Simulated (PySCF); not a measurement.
Compound: C₈H₉ (doublet state).
Z-matrix (Å and degrees, GFN2-xTB geometry), rows numbered from 1:
```
C 
C   1  1.2948
C   2  1.4133  1  147.01
C   3  1.4878  2  120.04  1  -110.64
C   4  1.3251  3  111.89  2   147.38
C   5  1.5038  4  112.95  3    -1.90
C   6  1.5120  5  103.99  4     3.69
C   7  1.4898  3   59.86  2   106.04
H   1  1.0925  2  123.87  3     4.39
H   1  1.0813  2  121.93  3  -176.79
H   4  1.0755  3  121.45  2   -32.44
H   5  1.0766  4  125.94  3   178.12
H   6  1.0941  5  111.16  4   124.19
H   6  1.0932  5  110.73  4  -116.29
H   7  1.0790  3  120.29  8  -108.33
H   8  1.0802  3  116.65  7   108.79
H   8  1.0804  3  117.46  7  -109.57
```

The hyperfine couplings belong to this conformer and change with its torsions.

Identity: `C=[C][C@@]12C=CC[C@@H]1C2` [radical].

The calculation used UKS B3LYP, pcH-1 on C H, non-relativistic, mean-field spin-orbit, GIAO in PySCF. The structure is a single GFN2-xTB conformer in the gas phase; no vibrational or solvent corrections. A GFN2-xTB geometry isn't a minimum of the functional, and hyperfine couplings can be far from their values at a DFT geometry. No stability test was run, so a lower SCF solution isn't excluded.

Principal values of hyperfine tensors in MHz (contact and dipolar terms together), for some of the nuclei:

```
atom  isotope      A1      A2      A3
  C2      13C  149.40  167.92  361.39
  H9       1H  162.25  164.86  172.77
 H10       1H  103.92  105.94  121.04
  C7      13C   35.26   35.53   75.73
 H13       1H   10.07   10.54   13.77
 H15       1H  -15.75   -9.39   -1.30
  C4      13C    6.58    6.81    9.79
  C3      13C   -0.83    3.83   15.42
```

**Question.** Split each tensor into its isotropic and traceless parts, and turn a_iso into mT with g = 2.0022.

**Answer.** a_iso = (A1 + A2 + A3)/3, Ti = Ai − a_iso; 1 mT corresponds to 28.024 MHz.

```
atom  a_iso (MHz)  a_iso (mT)      T1      T2      T3
  C2       226.24       8.073  -76.83  -58.31  135.15
  H9       166.63       5.946   -4.38   -1.77    6.15
 H10       110.30       3.936   -6.38   -4.36   10.74
  C7        48.84       1.743  -13.58  -13.31   26.89
 H13        11.46       0.409   -1.39   -0.92    2.31
 H15        -8.81      -0.314   -6.94   -0.57    7.51
  C4         7.72       0.276   -1.15   -0.91    2.06
  C3         6.14       0.219   -6.97   -2.31    9.28
```

**Question.** What spin density at the nucleus of C3 lies behind its contact coupling (g_N = 1.40482)?

**Answer.** a_FC = 800.24 MHz bohr³ × g_N × ρ(0)/(2S). With a_FC = 6.14 MHz and 2S = 1, ρ(0) = 0.005462 bohr⁻³.

**Question.** C8 (13C, g_N = 1.40482) isn't in the table. Its spin density at the nucleus is 0.015 bohr⁻³. What is its contact coupling?

**Answer.** By the same relation, a_FC = 16.87 MHz. Its full tensor has the principal values 12.67, 12.91, 25.02 MHz.

**Question.** Which nucleus of the table has the largest anisotropic coupling, and what is its form?

**Answer.** C2: -76.8, -58.3, 135.1 MHz, rhombic: the two smaller values differ by 14 % of the largest.

**Question.** What first-order splitting does H10 cause when the field lies along A1, A2 or A3 of its tensor (g taken as isotropic, no quadrupole term)?

**Answer.** 2 lines (I = 1/2), spaced by |A_i|/(g × 13.996): 3.71, 3.78, 4.32 mT along the axes of A1, A2 and A3.
